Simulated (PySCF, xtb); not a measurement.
Si(H)(Br)(Me)2 (C₂H₇BrSi), SMILES C[SiH](C)Br.

xtb with GFN2-xTB at its own geometry gives an orbital gap of 5.89 eV and a dipole moment of 5.71 D.

Geometry: PBE0-D3(BJ)/def2-SVP.

Problem. What does PBE/def2-TZVP (PySCF) give? (The exact figures need the calculation; the answer reports its results.)

Solution. gap 6.43 eV (levels -6.81 and -0.38 eV), dipole 2.19 D.
